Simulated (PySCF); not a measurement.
## Two-photon absorption: `C#CC(=C=CC#C)N(C)C`, C9H9N

Geometry:
| atom | x (Å) | y (Å) | z (Å) |
| --- | --- | --- | --- |
| C1 | 4.041 | -1.102 | -1.099 |
| C2 | 3.215 | -0.627 | -0.347 |
| C3 | 2.259 | -0.080 | 0.561 |
| C4 | 1.101 | 0.432 | 0.194 |
| C5 | -0.016 | 0.949 | -0.314 |
| C6 | -0.030 | 2.358 | -0.589 |
| C7 | -0.023 | 3.551 | -0.809 |
| N8 | -1.149 | 0.203 | -0.626 |
| C9 | -1.058 | -1.212 | -0.388 |
| C10 | -2.446 | 0.796 | -0.410 |
| H11 | 4.767 | -1.518 | -1.773 |
| H12 | 2.531 | -0.107 | 1.628 |
| H13 | -0.007 | 4.606 | -1.006 |
| H14 | -0.130 | -1.605 | -0.828 |
| H15 | -1.912 | -1.716 | -0.865 |
| H16 | -1.057 | -1.470 | 0.691 |
| H17 | -2.431 | 1.851 | -0.714 |
| H18 | -2.772 | 0.746 | 0.649 |
| H19 | -3.194 | 0.272 | -1.024 |

Method: PySCF 2.14.0, TDDFT CAM-B3LYP/aug-cc-pVDZ excited states, vertical, gas phase. Geometry: PBE0-D3(BJ)/def2-SVP.

Problem. Give the one- and two-photon strengths of the lowest singlets.

Solution. δ for parallel linear polarisation; σ at the peak of a Lorentzian of half width 0.1 eV, single beam; Ω is circular over linear.
| state | E (eV) | f | photon λ (nm) | δ (au) | σ (GM) | Ω | main |
| --- | --- | --- | --- | --- | --- | --- | --- |
| S1 | 3.79 | 0.003 | 654 | 18.6 | 0.10 | 0.86 | HOMO→LUMO 0.91 |
| S2 | 5.03 | 0.354 | 493 | 154 | 1.42 | 1.49 | HOMO→LUMO+1 0.46, HOMO→LUMO+2 0.40 |
| S3 | 5.25 | 0.041 | 472 | 196 | 1.98 | 1.01 | HOMO→LUMO+1 0.38, HOMO→LUMO+2 0.36 |
| S4 | 5.30 | 0.022 | 468 | 10.4 | 0.11 | 1.47 | HOMO−1→LUMO+2 0.45, HOMO−1→LUMO+1 0.16 |
| S5 | 5.49 | 0.330 | 452 | 35.4 | 0.39 | 0.74 | HOMO−1→LUMO 0.65 |
| S6 | 5.52 | 0.020 | 449 | 1 | 0.01 | 0.76 | HOMO−3→LUMO 0.76 |

Among these, the strongest one-photon state is S2, the strongest two-photon state S3, with a dipole change of 4.5 D (relaxed, norm of the difference vector).
